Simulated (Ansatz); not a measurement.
Consider the redistribution: `OB(F)[SiH3]` + `O=C[SiH2]O[SiH3]` → `O=CB(O)[SiH3]` + `F[SiH2]O[SiH3]`.

Program: Ansatz. Geometries: PBE0-D4/def2-TZVP. ΔE: electronic, gas phase. CBS: MP2 limit from def2 TZ/QZ plus the TZ coupled-cluster correction, frozen cores. DFT in def2-TZVPP. B3LYP here is the variant with VWN-RPA as its local correlation; programs differ in this. One conformer a species, not always the lowest.

| level | ΔE (eV) |
| --- | --- |
| r2SCAN-D4 | -0.17 |
| PBE0-D4 | -0.16 |
| B3LYP-D4 | -0.18 |
| PBE | -0.16 |
| r2SCAN | -0.18 |
| B3LYP | -0.22 |
| MP2/def2-QZVPP | -0.30 |
| MP2/CBS(def2) | -0.30 |

(1) What does CCSD(T)/CBS give? (Best estimate.)

Largest T1 diagnostic among the species: 0.016.

## Answers

(1) Ansatz gave: -0.27 eV. The listed levels differ from it by 0.10, 0.11, 0.09, 0.11, 0.09, 0.05, -0.03, -0.03 eV.

The D4 term adds +0.04 eV with B3LYP and +0.02 eV with PBE0; it sums over pairs of atoms, weighted by their polarisabilities, and B3LYP, whose exchange is more repulsive, gets the larger term.
